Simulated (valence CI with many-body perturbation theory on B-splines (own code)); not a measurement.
## Pr⁺: M1 decay

Computed by configuration interaction combined with many-body perturbation theory (CI+MBPT): four valence electrons over a frozen Dirac-Fock core [Xe], a basis of 8 s, 8 p, 9 d, 9 f, 6 g, 3 h, 2 i functions for each j, with the one-electron correlation potential Σ1 (screened to all orders), the two-electron term Σ2, the three-electron term Σ3, Breit, model QED; selected single and double excitations, second order for the rest (own B-spline code, finite nucleus).

Set against measurement, 6 paired levels are off by 99 cm⁻¹ on average, the worst by 233. These come from a selection out of the NIST Handbook of Basic Atomic Spectroscopic Data. Levels without a partner in it may be off by more, other configurations by several thousand cm⁻¹. Among the levels kept, up to 400 cm⁻¹ of a level comes from second order outside the variational space, and about a tenth of that is noise between levels of different J, which matters for small intervals.

Lines 1 to 7 of 7 in falling wavelength, among levels below 4399 cm⁻¹, chosen from the decays that carry over 1 % of a level's rate. Wavelengths and rates use the calculated energies, so an error of 100 cm⁻¹ moves a line at 56330 Å by 5.6 % and its rate by three times that or more. S is in atomic units (e²a₀⁴ for E2 and M2, e²a₀⁶ for E3), for M1 in squared Bohr magnetons. Weak lines are less certain than strong ones. Lines between different terms over intervals too small for the method are left out, as are lines whose strength nearly cancels. Where a level lies close to another of its J and parity, the split of strength between their lines is uncertain.

Names give the largest LS component (configuration and term), which can be under half, so a name can repeat, a term be missing and a line seem to break the LS rules; names also repeat where a configuration has a term twice.

```csv
λ vac (Å),λ from measured levels,Upper,Lower,Type,A (s⁻¹),S (a.u.)
2.221e+05,2.263e+05,4f³6s ⁵I°_5,4f³6s ⁵I°_4,M1,3.35e-03,1.50e+01
77590,82850,4f³6s ⁵I°_6,4f³6s ⁵I°_5,M1,1.20e-01,2.71e+01
73050,74110,4f³6s ⁵I°_7,4f³6s ⁵I°_6,M1,1.48e-01,3.20e+01
57920,60260,4f³6s ³I°_6,4f³6s ³I°_5,M1,1.90e-01,1.78e+01
56330,57010,4f³6s ³I°_6,4f³6s ⁵I°_6,M1,2.27e-03,1.96e-01
55940,57350,4f³6s ³I°_5,4f³6s ⁵I°_4,M1,1.37e-01,9.80e+00
32640,33770,4f³6s ³I°_6,4f³6s ⁵I°_5,M1,2.43e-03,4.07e-02
```
